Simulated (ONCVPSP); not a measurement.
## Pseudopotential generation for Zr (Z = 40): ONCV, PBE, scalar-relativistic.

The input file (ONCVPSP 4.0.1):

```
# ATOM AND REFERENCE CONFIGURATION
# atsym  z   nc   nv     iexc    psfile
  Zr 40.00    6    4        4      upf
#
#   n    l    f
    1    0    2.00
    2    0    2.00
    2    1    6.00
    3    0    2.00
    3    1    6.00
    3    2   10.00
    4    0    2.00
    4    1    6.00
    4    2    2.50
    5    0    1.50
#
# PSEUDOPOTENTIAL AND OPTIMIZATION
# lmax
    3
#
#   l,   rc,      ep,       ncon, nbas, qcut
    0    1.60    0.00    5    8    5.90
    1    2.10    0.00    4    8    6.10
    2    1.60    0.00    4    9    5.90
    3    2.30    0.06    4    8    4.30
#
# LOCAL POTENTIAL
# lloc, lpopt,  rc(5),   dvloc0
    2    5    1.60    0.00
#
# VANDERBILT-KLEINMAN-BYLANDER PROJECTORs
# l, nproj, debl
    0    3    3.50
    1    1    2.00
    2    0    2.10
    3    2    0.60
#
# MODEL CORE CHARGE
# icmod, fcfact, rcfact
    3    5.25    1.25
#
# LOG DERIVATIVE ANALYSIS
# epsh1, epsh2, depsh
   -3.00    5.00    0.02
#
# OUTPUT GRID
# rlmax, drl
    6.00    0.01
#
# TEST CONFIGURATIONS
# ncnf
    4
# nvcnf
#   n    l    f
    4
    4    0    2.00
    4    1    6.00
    4    2    2.00
    5    0    2.00
#
    4
    4    0    2.00
    4    1    6.00
    4    2    2.00
    5    0    1.00
#
    4
    4    0    2.00
    4    1    6.00
    4    2    2.00
    5    0    0.00
#
    5
    4    0    2.00
    4    1    6.00
    4    2    2.00
    5    0    1.00
    5    1    1.00
#
```

Command:

```bash
oncvpsp.x < Zr.dat > Zr.out
```

Output (shortened: citation, most of the input echo, consistency checks and plot data are left out):

```
ONCVPSP  (Optimized Norm-Conservinng Vanderbilt PSeudopotential)
scalar-relativistic version 4.0.1

#   n    l    f        energy (Ha)
    1    0    2.00    -6.5502040E+02
    2    0    2.00    -9.0720101E+01
    2    1    6.00    -8.0893987E+01
    3    0    2.00    -1.4830864E+01
    3    1    6.00    -1.1629507E+01
    3    2   10.00    -6.3759038E+00
    4    0    2.00    -1.9617979E+00
    4    1    6.00    -1.1543883E+00
    4    2    2.50    -1.0694613E-01
    5    0    1.50    -1.5134645E-01

Reference configufation results
  iterations    23
  all-electron total energy (Ha)   -3.59851209D+03

Begin loop to  construct optimized pseudo wave functions
and semi-local pseudopoentials for all angular momenta

   Wellstate for l =  0  n =  7
     eigenvalue =   3.3487
     asymptotic potential =   3.8487
     half-point radius =  3.5406

Calculating optimized projector #   1

 for l=   0

    Fraction of norm inside rc  0.831030
    Optimizing pswf for qcut=   5.91 a_B^-1,  ecut=  17.47 Ha
    Residual kinetic energy error=  2.63D-03 Ha

    Energy error per electron        Cutoff
         Ha          eV             Ha
         0.01000     0.27211       14.50
         0.00100     0.02721       30.24
         0.00010     0.00272       61.14
         0.00001     0.00027       70.39

Calculating optimized projector #   2

 for l=   0

    Fraction of norm inside rc  0.038475
    Optimizing pswf for qcut=   5.91 a_B^-1,  ecut=  17.47 Ha
    Residual kinetic energy error=  4.93D-04 Ha

    Energy error per electron        Cutoff
         Ha          eV             Ha
         0.01000     0.27211       10.58
         0.00100     0.02721       16.01
         0.00010     0.00272       29.69
         0.00001     0.00027       58.80

Calculating optimized projector #   3

 for l=   0

    Fraction of norm inside rc  0.072857
    Optimizing pswf for qcut=   5.91 a_B^-1,  ecut=  17.47 Ha
    Residual kinetic energy error=  5.07D-03 Ha

    Energy error per electron        Cutoff
         Ha          eV             Ha
         0.01000     0.27211       15.80
         0.00100     0.02721       22.75
         0.00010     0.00272       41.08
         0.00001     0.00027       69.27

Calculating optimized projector #   1

 for l=   1

    Fraction of norm inside rc  0.914317
    Optimizing pswf for qcut=   6.10 a_B^-1,  ecut=  18.59 Ha
    Residual kinetic energy error=  1.08D-07 Ha

    Energy error per electron        Cutoff
         Ha          eV             Ha
         0.01000     0.27211        7.77
         0.00100     0.02721       10.20
         0.00010     0.00272       12.26
         0.00001     0.00027       13.84

Calculating optimized projector #   1

 for l=   2

    Fraction of norm inside rc  0.280768
    Optimizing pswf for qcut=   5.91 a_B^-1,  ecut=  17.47 Ha
    Residual kinetic energy error=  2.11D-04 Ha

    Energy error per electron        Cutoff
         Ha          eV             Ha
         0.01000     0.27211       10.69
         0.00100     0.02721       14.84
         0.00010     0.00272       20.57
         0.00001     0.00027      104.44

   Wellstate for l =  3  n =  4
     eigenvalue =   0.0600
     asymptotic potential =   0.5600
     half-point radius = 37.8967

   Wellstate for l =  3  n =  5
     eigenvalue =   0.6600
     asymptotic potential =   1.1600
     half-point radius =  7.6984

Calculating optimized projector #   1

 for l=   3

    Fraction of norm inside rc  0.000076
    Optimizing pswf for qcut=   4.30 a_B^-1,  ecut=   9.26 Ha
    Residual kinetic energy error=  3.12D-07 Ha

    Energy error per electron        Cutoff
         Ha          eV             Ha
         0.01000     0.27211        0.08
         0.00100     0.02721        0.32
         0.00010     0.00272        0.94
         0.00001     0.00027        3.80

Calculating optimized projector #   2

 for l=   3

    Fraction of norm inside rc  0.110541
    Optimizing pswf for qcut=   4.30 a_B^-1,  ecut=   9.26 Ha
    Residual kinetic energy error=  1.68D-03 Ha

    Energy error per electron        Cutoff
         Ha          eV             Ha
         0.01000     0.27211        6.42
         0.00100     0.02721        9.93
         0.00010     0.00272       18.11
         0.00001     0.00027       41.09

Construct Vanderbilt / Kleinmman-Bylander projectors

B matrix Hermiticity error, ll=   0
   1   2    1.3544E-04
   1   3    5.1377E-04
   2   3   -1.1364E-04

  Orthonormal projector coefficients  1.2055E+01  1.4923E+00 -6.1208E-01

B matrix Hermiticity error, ll=   3
   1   2    1.2459E-07

  Orthonormal projector coefficients -5.7116E+00 -1.2506E+00

Model core correction analysis
  based on d2Exc/dn_idn_j

d2excae - all-electron derivatives

   -3.398486D-02   -2.991452D-02   -1.291450D-02   -1.934234D-03
   -2.991472D-02   -2.841378D-02   -1.523393D-02   -2.587241D-03
   -1.291457D-02   -1.523397D-02   -1.829455D-02   -1.356050D-02
   -1.933925D-03   -2.586502D-03   -1.355640D-02   -2.663089D-02

d2excps - pseudofunction derivatives with no core correction

   -3.856429D-02   -3.340632D-02   -1.394124D-02   -2.363534D-03
   -3.340700D-02   -3.065732D-02   -1.569165D-02   -3.010900D-03
   -1.394150D-02   -1.569167D-02   -1.850229D-02   -1.365617D-02
   -2.363323D-03   -3.010206D-03   -1.365206D-02   -2.667046D-02

rms 2nd derivative error    1.832206E-03

rmatch, rhocmatch    0.8294    8.1205

Teter function model core charge with specified parameters

d2excps - pseudofunction derivatives with core correction

   -3.409690D-02   -2.978500D-02   -1.348911D-02   -1.918095D-03
   -2.978549D-02   -2.774212D-02   -1.535863D-02   -2.642545D-03
   -1.348933D-02   -1.535866D-02   -1.852639D-02   -1.359002D-02
   -1.917813D-03   -2.641813D-03   -1.358592D-02   -2.663170D-02

rms 2nd derivative error    2.796107E-04

Pseudoatom total energy  -47.236954

Diagnostic tests using Vanderbilt-Kleinman-Bylander pseudopotentials
  1 or more projectors used as specified by nproj input data

   l    rcore       rmatch      e in        delta e   norm test  slope test

   0   1.6015485   1.6501750  -1.9617979  -0.0000059   1.0001269   1.0001342
   0   1.6015485   1.6501750  -0.1513464   0.0000032   1.0000511   1.0000451
   0   1.6015485   1.6501750   3.3486536   0.0001277   1.0003468   1.0003468

   1   2.1088574   2.1728869  -1.1543883  -0.0000008   0.9999977   1.0000001

   2   1.6015485   1.6501750  -0.1069461   0.0000048   1.0000097   0.9999166

   3   2.3068371   2.3768777   0.0600000   0.0000054   1.0000235   1.0000235
   3   2.3068371   2.3768777   0.6600000   0.0000084   1.0000505   1.0000505

 Testing for bound ghosts
   n   l    E NL Schr. Eq   E Basis Diag.   E Cutoff

   1   0       -1.961804       -1.961791    136.24
   2   0       -0.151343       -0.019897    136.24

   2   1       -1.154389       -1.154253     50.34

 Testing for highly-localized positive-energy ghosts
       l    <radius>/rc     E Basis Diag.   E Cutoff

       0        0.688664       13.841834    136.24  WARNING - GHOST(+)

Test configuration 0

   n   l     f        eae           eps        diff
   1   0  2.0000 -655.02039586
   2   0  2.0000  -90.72010095
   2   1  6.0000  -80.89398728
   3   0  2.0000  -14.83086426
   3   1  6.0000  -11.62950685
   3   2 10.0000   -6.37590377
   4   0  2.0000   -1.96179794   -1.96180380   -5.86D-06
   4   1  6.0000   -1.15438829   -1.15438910   -8.03D-07
   4   2  2.5000   -0.10694613   -0.10694134    4.79D-06
   5   0  1.5000   -0.15134645   -0.15134324    3.21D-06

    Total energies and differences
      AE_ref= -3.59851209D+03  AE_tst= -3.59851209D+03  dif=  0.00D+00
      PS_ref= -4.72369536D+01  PS_tst= -4.72369536D+01  dif=  1.78D-13
      PSP excitation error= -1.78D-13

Test configuration 1

   n   l     f        eae           eps        diff
   1   0  2.0000 -655.06182565
   2   0  2.0000  -90.76510844
   2   1  6.0000  -80.93873135
   3   0  2.0000  -14.87504184
   3   1  6.0000  -11.67370344
   3   2 10.0000   -6.42038136
   4   0  2.0000   -2.00302059   -2.00257495    4.46D-04
   4   1  6.0000   -1.19294487   -1.19268551    2.59D-04
   4   2  2.0000   -0.13226204   -0.13228501   -2.30D-05
   5   0  2.0000   -0.16314901   -0.16312845    2.06D-05

    Total energies and differences
      AE_ref= -3.59851209D+03  AE_tst= -3.59853098D+03  dif= -1.89D-02
      PS_ref= -4.72369536D+01  PS_tst= -4.72558678D+01  dif= -1.89D-02
      PSP excitation error=  2.75D-05

Test configuration 2

   n   l     f        eae           eps        diff
   1   0  2.0000 -655.30965741
   2   0  2.0000  -91.01055422
   2   1  6.0000  -81.18433961
   3   0  2.0000  -15.12067150
   3   1  6.0000  -11.91930684
   3   2 10.0000   -6.66581313
   4   0  2.0000   -2.24831199   -2.24806788    2.44D-04
   4   1  6.0000   -1.43842228   -1.43828157    1.41D-04
   4   2  2.0000   -0.36685036   -0.36682542    2.49D-05
   5   0  1.0000   -0.36546398   -0.36544790    1.61D-05

    Total energies and differences
      AE_ref= -3.59851209D+03  AE_tst= -3.59826868D+03  dif=  2.43D-01
      PS_ref= -4.72369536D+01  PS_tst= -4.69935528D+01  dif=  2.43D-01
      PSP excitation error=  8.25D-06

Test configuration 3

   n   l     f        eae           eps        diff
   1   0  2.0000 -655.60251622
   2   0  2.0000  -91.30033187
   2   1  6.0000  -81.47432123
   3   0  2.0000  -15.41027674
   3   1  6.0000  -12.20886567
   3   2 10.0000   -6.95516886
   4   0  2.0000   -2.53524430   -2.53519064    5.37D-05
   4   1  6.0000   -1.72426830   -1.72424818    2.01D-05
   4   2  2.0000   -0.63575278   -0.63564438    1.08D-04

    Total energies and differences
      AE_ref= -3.59851209D+03  AE_tst= -3.59779313D+03  dif=  7.19D-01
      PS_ref= -4.72369536D+01  PS_tst= -4.65179510D+01  dif=  7.19D-01
      PSP excitation error= -4.42D-05

Test configuration 4

   n   l     f        eae           eps        diff
   1   0  2.0000 -655.10787153
   2   0  2.0000  -90.81027486
   2   1  6.0000  -80.98389984
   3   0  2.0000  -14.92054060
   3   1  6.0000  -11.71917837
   3   2 10.0000   -6.46577462
   4   0  2.0000   -2.04856037   -2.04692945    1.63D-03
   4   1  6.0000   -1.23829829   -1.23686441    1.43D-03
   4   2  2.0000   -0.17098222   -0.17012318    8.59D-04
   5   0  1.0000   -0.18951836   -0.18895927    5.59D-04
   5   1  1.0000   -0.07514980   -0.07556869   -4.19D-04

    Total energies and differences
      AE_ref= -3.59851209D+03  AE_tst= -3.59841921D+03  dif=  9.29D-02
      PS_ref= -4.72369536D+01  PS_tst= -4.71449425D+01  dif=  9.20D-02
      PSP excitation error=  8.76D-04
```

The run took about 4.9 s on one core of a shared server CPU.
